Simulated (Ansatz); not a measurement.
Ansatz (a program for electronic structure) input:

Ansatz 0.2 input:
```yaml
crystal:
  periodic: [false, false, false]
  atoms:
    - {symbol: Ga, position_ang: [0.00000000, 0.00000000, 0.00000000]}
    - {symbol: Br, position_ang: [0.00000000, 0.00000000, 2.18365261]}
    - {symbol: Br, position_ang: [-0.00000000, -0.00000000, -2.18365261]}
basis:
  gaussian:
    orbitals: aug-cc-pVDZ
total_charge: 1
magnetization: {spin_polarized: false}
correlation: {method: ccsd_t, electrons: outside_noble_gas}
output: {forces: true}
```

Problem. What final total energy does it print?

Solution. -7068.13404 Eh (CCSD(T)/aug-cc-pVDZ). The basis has 108 functions. The run takes around 25 core-seconds (rough).

It need not be the lowest isomer of its formula.
